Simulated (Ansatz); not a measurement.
Cost and result for the atomization energy of C5H11Cl3Si (`CC(C)(C)C[Si](Cl)(Cl)Cl`) (20 atoms, 19 bonds).

Z-matrix (Å, degrees):
```
C
C 1 1.526
H 1 1.091 2 111.9
H 1 1.093 2 110.0 3 -119.7
H 1 1.093 2 111.4 3 120.8
C 2 1.529 1 108.8 3 175.7
C 2 1.526 1 109.6 3 56.8
C 2 1.539 1 111.2 3 -66.6
H 6 1.093 2 111.2 1 -179.5
H 6 1.093 2 110.6 1 -59.7
H 6 1.093 2 111.2 1 60.2
H 7 1.093 2 111.4 1 -177.6
H 7 1.093 2 110.0 1 62.9
H 7 1.091 2 111.9 1 -56.8
Si 8 1.855 2 124.2 1 61.4
H 8 1.098 2 109.3 1 -61.3
H 8 1.098 2 109.3 1 -176.0
Cl 15 2.042 8 114.0 2 62.1
Cl 15 2.045 8 106.6 2 -179.9
Cl 15 2.042 8 114.0 2 -61.9
```

The species carries charge 0 and has multiplicity 1. The geometry is a stationary point of PBE0-D4/def2-TZVP. It is one conformer, not always the lowest. Program: Ansatz. All runs use 4 threads of an AMD EPYC 7R13 on a shared host and a share of an NVIDIA H100 80 GB. Times are those of one run each, without the atoms' runs, and a repeat can differ threefold. Electronic energies, without spin–orbit coupling; frozen cores. CCSD(T)/CBS adds CCSD(T) − MP2 in def2-TZVPP to the MP2 limit, and its time is that of the two runs behind it. T1 = 0.009. HSE06 is the plane-wave form, built on full-range PBE exchange.

CCSD(T)/CBS is a level of theory with its own doubt, some kJ/mol a heavy atom from the limit and from the frozen cores, so smaller differences don't rank the functionals.

```json
{"level": "HSE06-D4/def2-TZVPP", "functions": "477", "wall time": "4.5 s"}
{"level": "PBE-D4/def2-TZVPP (with forces)", "functions": "477", "wall time": "5.5 s"}
{"level": "B97M-V/def2-TZVPP", "functions": "477", "wall time": "5.5 s"}
{"level": "ωB97X-V/def2-TZVPP", "functions": "477", "wall time": "5.5 s"}
{"level": "CAM-B3LYP-D4/def2-TZVPP", "functions": "477", "wall time": "6.5 s"}
{"level": "revPBE-D4/def2-TZVPP", "functions": "477", "wall time": "7 s"}
{"level": "r2SCAN-D4/def2-TZVPP (with forces)", "functions": "477", "wall time": "7 s"}
{"level": "B2PLYP/def2-TZVPP", "functions": "477", "wall time": "7 s"}
{"level": "CCSD(T)/def2-SVP", "functions": "197", "wall time": "7 s"}
{"level": "r2SCANh-D4/def2-TZVPP", "functions": "477", "wall time": "8 s"}
{"level": "MP2/def2-QZVPP", "functions": "895", "wall time": "8.5 s"}
{"level": "CCSD(T)/def2-TZVPP", "functions": "477", "wall time": "34 s"}
{"level": "CCSD(T)/CBS(def2)", "functions": "–", "wall time": "43 s"}
```

**Question.** What atomization energy does each give, and how far from CCSD(T)/CBS? (An estimate is asked.)

**Answer.** Ansatz gave: 
| level | atomization (kJ/mol) | difference from CCSD(T)/CBS | per bond |
| --- | --- | --- | --- |
| HSE06-D4/def2-TZVPP | 7832.6 | 55.8 | 2.9 |
| PBE-D4/def2-TZVPP (with forces) | 7901.8 | 125.0 | 6.6 |
| B97M-V/def2-TZVPP | 7818.6 | 41.8 | 2.2 |
| ωB97X-V/def2-TZVPP | 7794.4 | 17.6 | 0.9 |
| CAM-B3LYP-D4/def2-TZVPP | 7770.8 | -6.0 | -0.3 |
| revPBE-D4/def2-TZVPP | 7742.8 | -34.0 | -1.8 |
| r2SCAN-D4/def2-TZVPP (with forces) | 7806.5 | 29.7 | 1.6 |
| B2PLYP/def2-TZVPP | 7659.3 | -117.5 | -6.2 |
| CCSD(T)/def2-SVP | 7405.5 | -371.3 | -19.5 |
| r2SCANh-D4/def2-TZVPP | 7778.1 | 1.3 | 0.1 |
| MP2/def2-QZVPP | 7835.8 | 59.0 | 3.1 |
| CCSD(T)/def2-TZVPP | 7590.8 | -186.0 | -9.8 |
| CCSD(T)/CBS(def2) | 7776.8 | 0.0 | 0.0 |

Leaving LDA and LC-ωPBE aside and taking each functional with its dispersion term where it has one, the values, not all of them listed here, spread over 310.3 kJ/mol, from BHLYP-D4 to PBE-D4. LDA lies +978.4 kJ/mol from PBE without D4, its usual overbinding. From BLYP to BHLYP (50 % exact exchange), in def2-TZVPP and without D4, the atomization energy moves by −32.1 kJ/mol: exact exchange takes away binding that semilocal exchange gives to molecules. In def2-TZVPP, CCSD(T) changes the Hartree–Fock value by +1719.1 kJ/mol (the triples alone add +110.0 kJ/mol) and MP2 by +1855.3 kJ/mol; breaking electron pairs costs correlation energy, which Hartree–Fock lacks.
